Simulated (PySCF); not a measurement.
Stretching RbO

Set-up: basis Rb def2-TZVPP with ECP28, O def2-TZVPP; scalar-relativistic core potentials; PySCF 2.14. Energies in eV from Rb + O in their ground configurations at the same level. State: ²Σ⁺ (doublet), unpaired electrons σ ↑.

All columns are PBE0. A positive dipole means Rb(−)O(+).

```csv
R (Å),E (eV),μ (D),Mulliken charge on Rb (basis-dependent),HOMO (eV),LUMO (eV),Mayer bond order,⟨S²⟩
2.004,-1.975,-7.15,0.70,-5.21,-0.98,0.60,0.75
2.097,-2.293,-7.66,0.71,-5.00,-1.05,0.56,0.75
2.190,-2.467,-8.17,0.72,-4.80,-1.13,0.53,0.75
2.260,-2.527,-8.54,0.73,-4.66,-1.18,0.52,0.75
2.330,-2.543,-8.92,0.73,-4.52,-1.24,0.50,0.75
2.400,-2.525,-9.28,0.74,-4.39,-1.29,0.49,0.76
2.493,-2.463,-9.76,0.75,-4.22,-1.36,0.48,0.76
2.610,-2.344,-10.36,0.75,-4.02,-1.44,0.47,0.76
2.749,-2.168,-11.06,0.75,-3.80,-1.54,0.46,0.76
2.936,-1.908,-11.97,0.76,-3.52,-1.67,0.46,0.76
```

A fit through these points gives, at Re = 2.325 Å, μ = -8.89 D and dμ/dR = -5.27 D/Å; the reduced mass is 13.46 u.

**Question.** How strong is the fundamental in the double-harmonic approximation, I = 42.26·(dμ/dR)²/μred km/mol?

**Answer.** I = 42.26·(-5.27)²/13.46 = 87.2 km/mol at PBE0.

Spin–orbit coupling is left out. The state was picked by a PBE0 search and need not be the measured ground state.
